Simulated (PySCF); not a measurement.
Cl3In, charge -1, doublet, geometry from GFN2-xTB (such geometries of metal compounds can be far from the true shape) (a state made from the parent by changing its charge; the spin is typed, not shown lowest) (core potentials on In); B3LYP/def2-SVP (PySCF).

Input for PySCF:
```python
from pyscf import gto, scf, dft

mol = gto.M(
    atom='''
In   -0.085964   -0.391910   -0.261744
Cl    2.342113    0.175013   -0.188861
Cl   -0.830550   -0.660276    2.103809
Cl   -1.263785    1.614885   -1.160510
''',
    basis='def2-svp',
    ecp={'In': 'def2-svp'},
    charge=-1,
    spin=1,
    verbose=4,
)

mf = dft.UKS(mol)
mf.xc = 'b3lyp'
mf.small_rho_cutoff = 0
mf.kernel()
mf.analyze()
```

It wrote (shortened):

```
PySCF version 2.14.0

[INPUT] verbose = 4
[INPUT] num. atoms = 4
[INPUT] num. electrons = 73
[INPUT] charge = -1
[INPUT] spin (= nelec alpha-beta = 2S) = 1
[INPUT] symmetry False subgroup None
[INPUT] Mole.unit = angstrom
[INPUT] Symbol           X                Y                Z      unit          X                Y                Z       unit  Magmom
[...]
nuclear repulsion = 341.832248793461
number of shells = 34
number of NR pGTOs = 169
number of NR cGTOs = 80
basis = def2-svp
ecp = {'In': 'def2-svp'}

******** <class 'pyscf.dft.uks.UKS'> ********
method = UKS
initial guess = minao
damping factor = 0
level_shift factor = 0
DIIS = <class 'pyscf.scf.diis.CDIIS'>
diis_start_cycle = 1
diis_space = 8
diis_damp = 0
SCF conv_tol = 1e-09
SCF conv_tol_grad = None
SCF max_cycles = 50
direct_scf = True
direct_scf_tol = 1e-13
number electrons alpha = 37  beta = 36
XC library pyscf.dft.libxc version 7.1.2
    S. Lehtola, C. Steigemann, M. J. T. Oliveira, and M. A. L. Marques,  SoftwareX 7, 1–5 (2018)
XC functionals = b3lyp
    P. J. Stephens, F. J. Devlin, C. F. Chabalowski, and M. J. Frisch,  J. Phys. Chem. 98, 11623 (1994)
radial grids:
    Treutler-Ahlrichs [JCP 102, 346 (1995); DOI:10.1063/1.469408] (M4) radial grids

becke partition: Becke, JCP 88, 2547 (1988); DOI:10.1063/1.454033
pruning grids: <function nwchem_prune>
grids dens level: 3
symmetrized grids: False
atomic radii adjust function: <function treutler_atomic_radii_adjust>
small_rho_cutoff = 0
Set gradient conv threshold to 3.16228e-05
tot grids = 78520
init E= -1549.39505815495

cycle= 1 E= -1569.50842944138  delta_E= -20.1  |g|= 1.45  |ddm|= 8.76
cycle= 2 E= -1568.83126422626  delta_E= 0.677  |g|= 2.11  |ddm|= 4.56
cycle= 3 E= -1570.61814590798  delta_E= -1.79  |g|= 0.129  |ddm|= 2.14
cycle= 4 E= -1570.62733983685  delta_E= -0.00919  |g|= 0.0862  |ddm|= 0.384
cycle= 5 E= -1570.63259130675  delta_E= -0.00525  |g|= 0.0137  |ddm|= 0.13
cycle= 6 E= -1570.63268332726  delta_E= -9.2e-05  |g|= 0.00287  |ddm|= 0.023
cycle= 7 E= -1570.63269053154  delta_E= -7.2e-06  |g|= 0.00103  |ddm|= 0.00643
cycle= 8 E= -1570.63269164833  delta_E= -1.12e-06  |g|= 0.000134  |ddm|= 0.00296
cycle= 9 E= -1570.63269168249  delta_E= -3.42e-08  |g|= 4.39e-05  |ddm|= 0.000543
cycle= 10 E= -1570.63269168443  delta_E= -1.93e-09  |g|= 1.26e-05  |ddm|= 0.000113
cycle= 11 E= -1570.63269168458  delta_E= -1.56e-10  |g|= 3.46e-06  |ddm|= 2.88e-05
Extra cycle  E= -1570.63269168459  delta_E= -7.96e-12  |g|= 1.99e-06  |ddm|= 8.17e-06
converged SCF energy = -1570.63269168459  <S^2> = 0.75211143  2S+1 = 2.0021103
**** SCF Summaries ****
Total Energy =                       -1570.632691684589190
Nuclear Repulsion Energy =             341.832248793460906
One-electron Energy =                -2938.535332680154170
Two-electron Energy =                 1026.070392202104131
Two-electron Coulomb Energy =         1128.006125458938641
DFT Exchange-Correlation Energy =     -101.935733256834567
**** MO energy ****
                             alpha | beta                alpha | beta
[...]
spin_pop of  0 In 4s        0.00026
spin_pop of  0 In 5s        0.42549
spin_pop of  0 In 6s        0.00680
spin_pop of  0 In 7s        0.00044
spin_pop of  0 In 4px       0.00025
spin_pop of  0 In 4py      -0.00004
spin_pop of  0 In 4pz       0.00056
spin_pop of  0 In 5px       0.00312
spin_pop of  0 In 5py       0.00013
spin_pop of  0 In 5pz       0.00007
spin_pop of  0 In 6px       0.00279
spin_pop of  0 In 6py       0.00195
spin_pop of  0 In 6pz       0.09486
spin_pop of  0 In 7px       0.03734
spin_pop of  0 In 7py      -0.00023
spin_pop of  0 In 7pz       0.00090
spin_pop of  0 In 4dxy      0.00276
spin_pop of  0 In 4dyz     -0.00326
spin_pop of  0 In 4dz^2    -0.00163
spin_pop of  0 In 4dxz      0.00001
spin_pop of  0 In 4dx2-y2   -0.00004
spin_pop of  0 In 5dxy      0.00259
spin_pop of  0 In 5dyz      0.00244
spin_pop of  0 In 5dz^2     0.00178
spin_pop of  0 In 5dxz      0.00242
spin_pop of  0 In 5dx2-y2    0.00011
spin_pop of  1 Cl 1s        0.00000
spin_pop of  1 Cl 2s       -0.00000
spin_pop of  1 Cl 3s        0.00580
spin_pop of  1 Cl 4s        0.00227
spin_pop of  1 Cl 2px       0.00000
spin_pop of  1 Cl 2py       0.00000
spin_pop of  1 Cl 2pz       0.00000
spin_pop of  1 Cl 3px       0.09891
spin_pop of  1 Cl 3py       0.02564
spin_pop of  1 Cl 3pz       0.00438
spin_pop of  1 Cl 4px       0.00192
spin_pop of  1 Cl 4py      -0.00005
spin_pop of  1 Cl 4pz       0.00006
spin_pop of  1 Cl 3dxy      0.00007
spin_pop of  1 Cl 3dyz      0.00002
spin_pop of  1 Cl 3dz^2    -0.00002
spin_pop of  1 Cl 3dxz      0.00009
spin_pop of  1 Cl 3dx2-y2    0.00005
spin_pop of  2 Cl 1s        0.00000
spin_pop of  2 Cl 2s       -0.00000
spin_pop of  2 Cl 3s        0.00586
spin_pop of  2 Cl 4s        0.00221
spin_pop of  2 Cl 2px       0.00000
spin_pop of  2 Cl 2py       0.00000
spin_pop of  2 Cl 2pz       0.00001
spin_pop of  2 Cl 3px       0.00441
spin_pop of  2 Cl 3py       0.00262
spin_pop of  2 Cl 3pz       0.12080
spin_pop of  2 Cl 4px       0.00032
spin_pop of  2 Cl 4py       0.00060
spin_pop of  2 Cl 4pz       0.00102
spin_pop of  2 Cl 3dxy      0.00002
spin_pop of  2 Cl 3dyz      0.00025
spin_pop of  2 Cl 3dz^2    -0.00010
spin_pop of  2 Cl 3dxz      0.00003
spin_pop of  2 Cl 3dx2-y2   -0.00000
spin_pop of  3 Cl 1s        0.00000
spin_pop of  3 Cl 2s       -0.00000
spin_pop of  3 Cl 3s        0.00612
spin_pop of  3 Cl 4s        0.00231
spin_pop of  3 Cl 2px       0.00000
spin_pop of  3 Cl 2py       0.00000
spin_pop of  3 Cl 2pz      -0.00000
spin_pop of  3 Cl 3px       0.01473
spin_pop of  3 Cl 3py       0.11402
spin_pop of  3 Cl 3pz       0.00159
spin_pop of  3 Cl 4px       0.00076
spin_pop of  3 Cl 4py       0.00022
spin_pop of  3 Cl 4pz       0.00095
spin_pop of  3 Cl 3dxy     -0.00002
spin_pop of  3 Cl 3dyz      0.00008
spin_pop of  3 Cl 3dz^2     0.00001
spin_pop of  3 Cl 3dxz      0.00007
spin_pop of  3 Cl 3dx2-y2    0.00007
In total            37.00000 | 36.00000

WARN: System has nonzero charge -1; the dipole moment is origin-dependent.
Location of origin: [0. 0. 0.]

Dipole moment(X, Y, Z, Debye): -0.42088, -1.91895, -1.28163
```
